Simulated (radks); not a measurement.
The numbers below are computed, except where a source is named.
Valence configurations of neutral rubidium (all share [Kr]). Code: a radial shooting solver on a logarithmic mesh with Libxc functionals. Model: scalar-relativistic Kohn-Sham, PBE, spin-unpolarised, spherical densities, finite nucleus; Fermi nuclear charge, rms radius 4.2036 fm. Order these by energy: 4d1; 5s1; 5s0.5 5p0.5; 4d0.5 5p0.5; 4d0.5 5s0.5; 5p1.

Answer. From the lowest, in eV above it: 5s1 0.000; 5s0.5 5p0.5 0.750; 4d0.5 5s0.5 1.117; 5p1 1.520; 4d0.5 5p0.5 1.884; 4d1 2.240. NIST lists [Kr] 5s1 as the ground configuration; this level of theory agrees among the configurations tried. The energies are those of spherical spin-averaged densities, not of single terms.
